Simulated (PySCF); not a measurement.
Numbering as in the mapped SMILES `[O:1]=[C:2]([Cl:3])[c:4]1[cH:5][cH:6][c:7]([F:8])[cH:9][cH:10]1` (H(Xn): hydrogen on atom n).

GIAO PBE0/pcSseg-1 shifts (PySCF, gas phase, non-relativistic, equivalent atoms averaged), each against references optimised in the same way as the molecule (H2O, TMS, HCl, CFCl3).

On the GFN2-xTB geometry: O1 559.6, C7 178.1, C2 175.2, C5/C10 142.4, C4 132.3, C6/C9 121.8, Cl3 403, F8 -99.6, H(C5)/H(C10) 8.68, H(C6)/H(C9) 7.46 ppm.

Question: What changes on the GFN2-xTB geometry?

Answer: 
```
       atoms  δ (ppm)  change
          O1    559.6    +0.0
          C7    178.1    +0.0
          C2    175.2    +0.0
      C5/C10    142.4    +0.0
          C4    132.3    +0.0
       C6/C9    121.8    +0.0
         Cl3      403      +0
          F8    -99.6    +0.0
H(C5)/H(C10)     8.68   +0.00
 H(C6)/H(C9)     7.46   +0.00
```

Unscaled 19F shifts against computed CFCl3 carry errors that often reach 10 to 50 ppm.

Bonds between heavy atoms that differ most (equivalent bonds averaged): O1–C2 1.190 → 1.190 Å. Mean change of bonds to hydrogen: C–H +0.000 Å.
